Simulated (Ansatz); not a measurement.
One change: `BC#CC` becomes `CC#CCF`.

Ansatz, PBE0-D4/def2-TZVP geometries, multiplicity 1. 

| property | `BC#CC` |
| --- | --- |
| LUMO energy (B3LYP/def2-TZVPP) / eV | -2.18 |
| zero-point energy (PBE0-D4/def2-TZVP) / kJ/mol | 175.8 |
| LUMO energy (PBE0/def2-TZVPP) / eV | -1.99 |
| HOMO energy (PBE0/def2-TZVPP) / eV | -7.45 |
| HOMO energy (PBE/def2-TZVPP) / eV | -6.27 |
| HOMO energy (B3LYP/def2-TZVPP) / eV | -7.24 |

**Question.** Give the same properties after the change, and the shifts. (Best estimate.)

**Answer.** Computed: 
```json
{"property": "LUMO energy (B3LYP/def2-TZVPP) / eV", "`CC#CCF`": "0.19", "shift": "2.37"}
{"property": "zero-point energy (PBE0-D4/def2-TZVP) / kJ/mol", "`CC#CCF`": "203.8", "shift": "28.0"}
{"property": "LUMO energy (PBE0/def2-TZVPP) / eV", "`CC#CCF`": "0.45", "shift": "2.44"}
{"property": "HOMO energy (PBE0/def2-TZVPP) / eV", "`CC#CCF`": "-7.56", "shift": "-0.11"}
{"property": "HOMO energy (PBE/def2-TZVPP) / eV", "`CC#CCF`": "-6.32", "shift": "-0.05"}
{"property": "HOMO energy (B3LYP/def2-TZVPP) / eV", "`CC#CCF`": "-7.34", "shift": "-0.10"}
```

With PBE0 the HOMO falls by 0.11 eV and the LUMO rises by 2.44 eV, so the gap widens by about 2.55 eV. PBE moves the HOMO by -0.05 eV and ωB97M-V by -0.14 eV. The zero-point energy changes by 28.0 kJ/mol with +3 modes.

B3LYP here is the variant with VWN-RPA as its local correlation; programs differ in this.
